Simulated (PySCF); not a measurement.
Gas-phase reaction: GeCl2 + H2 → GeH2 + Cl2

Method: PySCF energies (xtb for GFN2) plus ideal-gas RRHO corrections (1 bar). † marks an energy on the PBE0/def2-TZVP geometry and frequencies; other levels use their own. MP2 freezes the core. 6-31G* has spherical d functions here. All species are closed-shell singlets. B3LYP is the form with VWN-RPA correlation. Ge: all electrons, no relativistic terms. GeH2: computed as isolated molecules; such fragments, hydroxides, amides, oligomers or adducts are transient or little studied in the gas. MP2 isn't extrapolated to the basis-set limit; its ΔH°(298 K) is 432.5 kJ in def2-SVP and 438.8 kJ in def2-TZVPP. The harmonic model lacks anharmonicity and excited electronic states, which grow with temperature; levels with a mode under 35 cm⁻¹ are left out.

```json
[
 {"level": "B3LYP/6-31G*", "ΔE electronic, kJ": "430", "ΔH°(298 K), kJ": "426", "ΔS°(298 K), J/K": "17", "ΔG°(1200 K), kJ": "413"},
 {"level": "B3LYP/def2-TZVP†", "ΔE electronic, kJ": "416", "ΔH°(298 K), kJ": "413", "ΔS°(298 K), J/K": "17", "ΔG°(1200 K), kJ": "400"},
 {"level": "BLYP/def2-TZVP†", "ΔE electronic, kJ": "415", "ΔH°(298 K), kJ": "413", "ΔS°(298 K), J/K": "17", "ΔG°(1200 K), kJ": "399"},
 {"level": "GFN2-xTB", "ΔE electronic, kJ": "396", "ΔH°(298 K), kJ": "393", "ΔS°(298 K), J/K": "16", "ΔG°(1200 K), kJ": "380"},
 {"level": "HF/6-31G*", "ΔE electronic, kJ": "412", "ΔH°(298 K), kJ": "410", "ΔS°(298 K), J/K": "18", "ΔG°(1200 K), kJ": "396"},
 {"level": "MP2/def2-TZVPP†", "ΔE electronic, kJ": "441", "ΔH°(298 K), kJ": "439", "ΔS°(298 K), J/K": "17", "ΔG°(1200 K), kJ": "425"},
 {"level": "PBE0/def2-QZVP†", "ΔE electronic, kJ": "415", "ΔH°(298 K), kJ": "412", "ΔS°(298 K), J/K": "17", "ΔG°(1200 K), kJ": "399"},
 {"level": "PBE0/def2-TZVP", "ΔE electronic, kJ": "418", "ΔH°(298 K), kJ": "415", "ΔS°(298 K), J/K": "17", "ΔG°(1200 K), kJ": "402"},
 {"level": "r2SCAN/def2-TZVP†", "ΔE electronic, kJ": "437", "ΔH°(298 K), kJ": "434", "ΔS°(298 K), J/K": "17", "ΔG°(1200 K), kJ": "420"},
 {"level": "ωB97M-V/def2-TZVP†", "ΔE electronic, kJ": "418", "ΔH°(298 K), kJ": "416", "ΔS°(298 K), J/K": "17", "ΔG°(1200 K), kJ": "402"},
 {"level": "ωB97X-V/def2-TZVP†", "ΔE electronic, kJ": "416", "ΔH°(298 K), kJ": "413", "ΔS°(298 K), J/K": "17", "ΔG°(1200 K), kJ": "400"}
]
```
ΔH° is lowest at GFN2-xTB and highest at MP2/def2-TZVPP†. No reference value is set beside these.
